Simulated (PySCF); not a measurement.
# Ge²⁺: ionisation energy

Ge²⁺ [Ar] 3d10 4s2 (1S) → Ge³⁺ [Ar] 3d10 4s1 (2S), as a difference of total energies. Calculation: PySCF 2.14, in ANO-RCC-VTZP; the spin-free X2C one-electron Hamiltonian (Gaussian nucleus). Correlated levels: valence: [Ar] 3d10 frozen; valence and next inner shell: [Ne] frozen. The calculations carry no spin-orbit coupling.

```
                                method  ionisation energy (eV)
                                   UHF                  32.244
                                   LDA                  34.844
                                   PBE                  34.428
                                  PBE0                  34.064
                                r2SCAN                  34.078
                               LC-wPBE                  34.070
                                  BLYP                  34.630
                             CAM-B3LYP                  34.485
                                M06-2X                  34.080
                         MP2 (valence)                  32.966
SCS-MP2 (valence and next inner shell)                  33.716
```

Problem. Estimate what MP2 (valence and next inner shell) gives.

Solution. 33.724 eV, closest to SCS-MP2 (valence and next inner shell) among the rows shown.

Problem. Estimate what SCS-MP2 (valence) gives.

Solution. 33.111 eV, closest to MP2 (valence) among the rows shown.

Errors of the correlated levels include the incompleteness of this basis and the frozen core.

MP2 underrates the near-degeneracy of ns² with np² in the lower species.

For comparison: 34.058 eV (measured; NIST Atomic Spectra Database, ionization energies).
